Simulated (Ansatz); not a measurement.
This geometry of AlFH5NSi (9 atoms, charge 0, multiplicity 1) is a first-order saddle point.

Level of theory: RKS LDA/def2-SVP in Ansatz.

```xyz
9
Properties=species:S:1:pos:R:3
N 0.413 1.771 -0.885
Al 0.774 0.127 -0.327
F 2.276 -0.549 -0.591
Si -0.821 -1.266 0.829
H 0.768 2.605 -0.406
H 0.217 2.008 -1.863
H -1.951 -1.636 -0.104
H -0.232 -2.544 1.364
H -1.445 -0.517 1.982
```

(1) Which two structures does it join? (They come from a converged band through this point; their orientation in space is the band's.)

(2) How far does it lie above each of them?

Results:

(1) No bond is made or broken. The dihedral H6–N1–Al2–Si4 goes from 180 to 0°. The two ends are copies of one structure, up to a mirror image or an exchange of like atoms.

Initial state:

```xyz
9
Properties=species:S:1:pos:R:3
N 0.614 1.786 -0.707
Al 0.751 0.046 -0.474
F 2.079 -0.689 -1.163
Si -0.867 -1.247 0.765
H -0.148 2.363 -0.340
H 1.285 2.360 -1.227
H -1.500 -2.316 -0.092
H -0.238 -1.937 1.950
H -1.976 -0.366 1.287
```

Final state:

```xyz
9
Properties=species:S:1:pos:R:3
N 0.611 1.785 -0.712
Al 0.754 0.048 -0.467
F 2.091 -0.685 -1.142
Si -0.867 -1.247 0.766
H 1.283 2.358 -1.233
H -0.156 2.362 -0.354
H -1.512 -2.301 -0.101
H -0.237 -1.956 1.940
H -1.968 -0.364 1.303
```

(2) 0.36 eV above the first and 0.36 eV above the second. This is the barrier of this one path; another mechanism may lie lower.

Run time: 2.7 min on 1 CPU thread of a shared host.
